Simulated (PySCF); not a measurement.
CH6Cl3NSi2, singlet, at a GFN2-xTB geometry, atoms displaced at random by about 0.08 Å a coordinate; PySCF with DF-PBE/STO-3G, gradient.

Input for PySCF:
```python
from pyscf import gto, scf, dft

mol = gto.Mole()
mol.atom = '''
    Si    0.65720918    0.27302222   -0.21570371
    Cl    0.85989393    1.30122163    1.72357108
    Cl    1.75923948   -1.24938526   -0.19087721
    Cl    1.62753505    1.64845373   -1.55183460
    C    -1.21858115    0.02080463   -0.60891766
    Si   -2.19285914   -1.11315424    0.50365029
    N    -3.77399155   -1.45593699   -0.05285595
    H    -1.20845633   -0.32740673   -1.51973912
    H    -1.55495121    0.87758696   -0.72255013
    H    -1.55456555   -2.51490446    0.49859464
    H    -2.18578712   -0.69772475    1.95501592
    H    -4.35740469   -0.57862415    0.33760416
    H    -3.94802729   -1.95480022   -0.80629059
'''
mol.basis = 'sto-3g'
mol.verbose = 4
mol.build()

mf = dft.RKS(mol)
mf.xc = 'pbe'
mf = mf.density_fit(auxbasis='def2-universal-jkfit')
mf.kernel()
g = mf.nuc_grad_method()
grad = g.kernel()
```

Output, abridged:

```
PySCF version 2.14.0

[INPUT] verbose = 4
[INPUT] num. atoms = 13
[INPUT] num. electrons = 98
[INPUT] charge = 0
[INPUT] spin (= nelec alpha-beta = 2S) = 0
[INPUT] symmetry False subgroup None
[INPUT] Mole.unit = angstrom
[INPUT] Symbol           X                Y                Z      unit          X                Y                Z       unit  Magmom
[...]
nuclear repulsion = 713.965496823002
number of shells = 37
number of NR pGTOs = 183
number of NR cGTOs = 61
basis = sto-3g
ecp = {}

******** <class 'pyscf.df.df_jk.DFRKS'> ********
method = DFRKS
initial guess = minao
damping factor = 0
level_shift factor = 0
DIIS = <class 'pyscf.scf.diis.CDIIS'>
diis_start_cycle = 1
diis_space = 8
diis_damp = 0
SCF conv_tol = 1e-09
SCF conv_tol_grad = None
SCF max_cycles = 50
direct_scf = False
XC library pyscf.dft.libxc version 7.1.2
    S. Lehtola, C. Steigemann, M. J. T. Oliveira, and M. A. L. Marques,  SoftwareX 7, 1–5 (2018)
XC functionals = pbe
    J. P. Perdew, K. Burke, and M. Ernzerhof,  Phys. Rev. Lett. 77, 3865 (1996)
    J. P. Perdew, K. Burke, and M. Ernzerhof,  Phys. Rev. Lett. 78, 1396 (1997)
    J. P. Perdew, K. Burke, and M. Ernzerhof,  Phys. Rev. Lett. 77, 3865 (1996)
    J. P. Perdew, K. Burke, and M. Ernzerhof,  Phys. Rev. Lett. 78, 1396 (1997)
radial grids:
    Treutler-Ahlrichs [JCP 102, 346 (1995); DOI:10.1063/1.469408] (M4) radial grids

becke partition: Becke, JCP 88, 2547 (1988); DOI:10.1063/1.454033
pruning grids: <function nwchem_prune>
grids dens level: 3
symmetrized grids: False
atomic radii adjust function: <function treutler_atomic_radii_adjust>
small_rho_cutoff = 0
Set gradient conv threshold to 3.16228e-05
Initial guess from minao.
tot grids = 181872
init E= -2031.74479499062
[...]
cycle= 1 E= -2031.88208001156  delta_E= -0.137  |g|= 0.774  |ddm|= 4.42
[...]
cycle= 2 E= -2029.72679810429  delta_E= 2.16  |g|= 1.95  |ddm|= 6.15
[...]
cycle= 3 E= -2032.02646046109  delta_E= -2.3  |g|= 0.473  |ddm|=  5.6
[...]
cycle= 4 E= -2032.11059425025  delta_E= -0.0841  |g|= 0.129  |ddm|= 0.875
[...]
cycle= 5 E= -2032.11876926404  delta_E= -0.00818  |g|= 0.0419  |ddm|= 0.401
[...]
cycle= 6 E= -2032.11927523824  delta_E= -0.000506  |g|= 0.02  |ddm|= 0.103
[...]
cycle= 7 E= -2032.1194231691  delta_E= -0.000148  |g|= 0.00416  |ddm|= 0.041
[...]
cycle= 8 E= -2032.11942953565  delta_E= -6.37e-06  |g|= 0.000874  |ddm|= 0.0092
[...]
cycle= 9 E= -2032.11942985546  delta_E= -3.2e-07  |g|= 0.000129  |ddm|= 0.00201
[...]
cycle= 10 E= -2032.11942986347  delta_E= -8.02e-09  |g|= 3.89e-05  |ddm|= 0.000418
[...]
cycle= 11 E= -2032.11942986444  delta_E= -9.65e-10  |g|= 4.68e-06  |ddm|= 0.000136
[...]
Extra cycle  E= -2032.11942986443  delta_E= 3.64e-12  |g|= 5.33e-06  |ddm|= 2.6e-05
converged SCF energy = -2032.11942986443

******** <class 'pyscf.df.grad.rks.Gradients'> for <class 'pyscf.df.df_jk.DFRKS'> ********
unit = Eh/Bohr
grid_response = False
--------------- DFRKS gradients ---------------
         x                y                z
0 Si     0.0854237298    -0.1367787973    -0.0180181987
1 Cl     0.0055702885     0.0132796725     0.0202283324
2 Cl    -0.0776707750     0.1209486199    -0.0025814894
3 Cl     0.0089942397     0.0038129722    -0.0008555613
4 C    -0.1128788057     0.1313693800    -0.1281076992
5 Si    -0.0271573051     0.0657640665    -0.0322938546
6 N    -0.0150423280    -0.1526705652    -0.1823814392
7 H    -0.0006503863     0.0610998542     0.1256814497
8 H     0.0828558457    -0.2019498621     0.0099918691
9 H     0.0023542494    -0.0338821715     0.0034331762
10 H     0.0038138035    -0.0030842476     0.0253135231
11 H    -0.0025083260     0.0596130312     0.0465188460
12 H     0.0470069640     0.0725017639     0.1330111557
----------------------------------------------
```
